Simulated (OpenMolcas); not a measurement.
# Computed transition rates of La I

```json
{
  "Program": "OpenMolcas 26.06",
  "Method": "MS-CASPT2, IPEA 0.25 Eh, imaginary shift 0.1 Eh (closed shells correlated: 5s 5p)",
  "Basis": "ANO-RCC-VTZP [8s7p5d3f2g1h]",
  "Scalar Hamiltonian": "DKH2, point nucleus",
  "Active space": "3 electrons in 6 orbitals (5d 6s)",
  "State averaging": "2S+1 = 4 even, 20 roots; 2S+1 = 2 even, 70 roots",
  "Spin-orbit coupling": "state interaction with AMFI integrals over the reference wave functions, term energies averaged over their components"
}
```

Rates come from the transition moments of the reference wave functions (E1 and E2 in the length form). At fixed line strength A goes as λ^-3 for E1 and M1 and as λ^-5 for E2, so a rate at the computed wavelength can be rescaled to the measured one. Measured vacuum wavelengths follow from level energies in NIST Handbook of Basic Atomic Spectroscopic Data. Branching counts decays inside the model space alone, at computed energies, and the table is only a selection of the E2 and M1 lines, drawn from those between levels with measured partners whose computed energy lies within a factor of 1.5 of the measured one.

| Upper | Lower | Type | λ computed (nm) | λ measured (nm) | A computed (s-1) | A rescaled (s-1) | Branching % |
| --- | --- | --- | --- | --- | --- | --- | --- |
| 5d³ ⁴F_3/2 | 5d² 6s ⁴F_3/2 | E2 | 1072 | 1024 | 5.04e-01 | 6.34e-01 | 48.6 |
| 5d² 6s ²P_1/2 | 5d 6s² ²D_3/2 | E2 | 1197 | 1106 | 4.74e-01 | 7.04e-01 | 73.5 |
| 5d³ ⁴F_7/2 | 5d² 6s ⁴F_7/2 | E2 | 1063 | 1026 | 4.45e-01 | 5.31e-01 | 37.6 |
| 5d³ ⁴F_7/2 | 5d² 6s ⁴F_5/2 | E2 | 1011 | 977.7 | 4.38e-01 | 5.18e-01 | 37.1 |
| 5d³ ⁴F_3/2 | 5d² 6s ⁴F_5/2 | E2 | 1113 | 1062 | 4.23e-01 | 5.35e-01 | 40.8 |
| 5d³ ⁴F_5/2 | 5d² 6s ⁴F_3/2 | E2 | 1027 | 988.2 | 4.08e-01 | 4.95e-01 | 36.9 |
| 5d³ ⁴F_5/2 | 5d² 6s ⁴F_7/2 | E2 | 1123 | 1076 | 3.55e-01 | 4.40e-01 | 32.1 |
| 5d³ ⁴F_5/2 | 5d² 6s ⁴F_5/2 | E2 | 1065 | 1023 | 2.80e-01 | 3.42e-01 | 25.4 |
| 5d² 6s ²G_7/2 | 5d 6s² ²D_3/2 | E2 | 1049 | 1004 | 1.81e-01 | 2.25e-01 | 62.9 |
| 5d² 6s ²D_5/2 [60 %] | 5d 6s² ²D_5/2 | E2 | 1212 | 1230 | 1.68e-01 | 1.56e-01 | 63.3 |
| 5d² 6s ²P_1/2 | 5d 6s² ²D_5/2 | E2 | 1344 | 1251 | 1.61e-01 | 2.30e-01 | 25.0 |
| 5d² 6s ²F_5/2 | 5d 6s² ²D_3/2 | E2 | 1538 | 1426 | 1.57e-01 | 2.29e-01 | 76.5 |
| 5d² 6s ²F_7/2 | 5d 6s² ²D_5/2 | E2 | 1535 | 1429 | 1.46e-01 | 2.09e-01 | 65.4 |
| 5d² 6s ²G_9/2 | 5d 6s² ²D_5/2 | E2 | 1160 | 1128 | 1.42e-01 | 1.63e-01 | 73.4 |
| 5d² 6s ⁴P_5/2 [69 %] | 5d 6s² ²D_5/2 | E2 | 1408 | 1509 | 4.73e-02 |  | 52.8 |
| 5d² 6s ⁴P_3/2 | 5d 6s² ²D_3/2 | E2 | 1257 | 1335 | 3.36e-02 |  | 42.3 |
| 5d² 6s ⁴P_1/2 | 5d² 6s ⁴F_3/2 | E2 | 1879 | 2191 | 2.35e-02 | 1.09e-02 | 44.5 |
| 5d² 6s ⁴P_1/2 | 5d 6s² ²D_3/2 | E2 | 1295 | 1383 | 1.25e-02 |  | 23.7 |
| 5d 6s² ²D_5/2 | 5d 6s² ²D_3/2 | M1 | 10910 | 9495 | 8.42e-03 | 1.28e-02 | 100.0 |
| 5d² 6s ⁴F_9/2 | 5d² 6s ⁴F_7/2 | M1 | 16140 | 15950 | 6.38e-03 | 6.61e-03 | 100.0 |
| 5d² 6s ⁴F_7/2 | 5d² 6s ⁴F_5/2 | M1 | 20530 | 20640 | 4.94e-03 | 4.86e-03 | 60.5 |
| 5d² 6s ⁴F_7/2 | 5d 6s² ²D_5/2 | M1 | 4328 | 4096 | 3.22e-03 |  | 39.4 |
| 5d² 6s ⁴F_5/2 | 5d² 6s ⁴F_3/2 | M1 | 29210 | 29260 | 1.71e-03 | 1.70e-03 | 58.2 |
| 5d² 6s ⁴F_3/2 | 5d 6s² ²D_3/2 | M1 | 4171 | 3748 | 1.18e-03 |  | 76.7 |
| 5d² 6s ⁴F_5/2 | 5d 6s² ²D_3/2 | M1 | 3649 | 3322 | 9.33e-04 |  | 31.8 |

Spin-changing lines and M1 lines between different terms are not rescaled, since their strength hangs on the term gaps too.

The largest correction is for 5d² 6s ⁴P_1/2 → 5d² 6s ⁴F_3/2 (E2): 2.35e-02 × (1879 / 2191)^5 = 1.09e-02 s-1, a factor of 0.46.

The computed order of these levels differs from the measured one in 2 places, and where term gaps are wrong the rates of spin-changing lines can be off by large factors.

No measured rate stands beside these. Rescaling mends the energy factor alone: line strengths can still be far off where a level mixes with configurations outside the active space, and weak or spin-changing lines hang on small mixing coefficients that depend on the term gaps too, so rescaling need not improve them.

CASPT2 does not keep the components of a term degenerate, so their means are used; among the terms shown or strongly mixed into the levels shown the widest spread is 1000 cm-1 (5d² 6s ²F). Over all roots computed the reference weight is 0.84 to 0.91; the roots of lowest weight are the least certain, and an intruder state may touch them. Some levels mix across a computed gap that differs much from the measured one, so their mixing is not that of the real levels. Configurations are named by rounded mean occupations; where the s occupation lies near a half they are strongly mixed, a name can repeat and a true partner stay unpaired. A single d shell beside an s shell can misplace configurations of different d count against each other. The CASPT2 spread within a term exceeds the gap to the next term for 5d² 6s ²D and 5d² 6s ²G, so the order of their levels is uncertain. Measured partners are found by configuration, term and J. A level has none where our copy of the source lacks it or the pairing is in doubt (some pairs that miss far off the trend of their configuration count as doubtful). Levels of configurations outside the active space are missing.

A share in square brackets marks a mixed level and gives the weight of the term that names it.
